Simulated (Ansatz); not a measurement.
System: selenium dioxide, SeO₂ (charge 0, singlet). SMILES: O=[Se]=O
Coordinates optimised at B3LYP-D3(BJ)/def2-TZVP (Ansatz, an electronic-structure program):
```
Se
O 1 1.6119
O 1 1.6119 2 113.77
```
Charge 0, spin multiplicity 1.

Computed values are from Ansatz. Valence correlation only, unless marked. UHF or UKS for open shells. Spin-orbit coupling is left out. The frozen core is the preceding noble-gas configuration, with the filled d and f shells of earlier blocks. No relativistic terms. Basis-set limits of correlation are two-point, X^-3; Hartree-Fock from the larger set. The bracket is a focal-point correction in the basis named.

The Hartree-Fock reference is unstable (checked in the largest basis), which strains HF and MP2. The T1 diagnostic of CCSD in the largest basis is 0.027, which is high, so the coupled-cluster rows are less sure than usual.

Question: What is the vertical electron affinity (to the doublet; negative means unbound) at RI-MP2/CBS(aug-cc-pVTZ,aug-cc-pVQZ)+[CCSD(T)-MP2]/aug-cc-pVTZ?

Answer: 1.67 eV.

Question: What is the atomisation energy De at CCSD(T)/CBS(cc-pVTZ,cc-pVQZ)?

Answer: 868.2 kJ/mol.

Question: What is the dipole moment at CCSD(T)/aug-cc-pVDZ?

Answer: 2.71 D.

Question: What is the total energy at CCSD(T)/CBS(cc-pVTZ,cc-pVQZ)?

Answer: -2550.3524 Eh.
